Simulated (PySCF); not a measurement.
CH3AlF2, charge -1, multiplicity 2. Atoms are numbered in the order given.

```xyz
7

Al     0.1054    -0.4455     0.0000
C     -1.8100     0.1483     0.0000
H     -1.8457     1.2561     0.0000
H     -2.3651    -0.1973    -0.8898
H     -2.3651    -0.1973     0.8898
F      0.8925     0.2244    -1.4009
F      0.8925     0.2244     1.4009
```
Charge -1, spin multiplicity 2.

Geometry optimised at r2SCAN-D4/def2-SVPD. The multiplicity is an assumed one; other spin states were not compared. The isomer is the one that the SMILES or the coordinates give; other isomers of the formula were not compared.

Level of theory: CAM-B3LYP/def2-TZVPD in PySCF.

Mulliken values depend strongly on the basis, most of all with diffuse functions as here. ESP charges are fitted to the potential on shells at 1.4 to 2.0 van der Waals radii. Atomic charges (e):

```tsv
atom	ESP fit	meta-Löwdin	Mulliken spin
Al1	-0.42	0.66	0.79
C2	0.20	-0.67	0.05
H3	-0.01	0.08	0.05
H4	-0.12	0.09	-0.01
H5	-0.12	0.09	-0.01
F6	-0.27	-0.63	0.07
F7	-0.27	-0.63	0.07
```
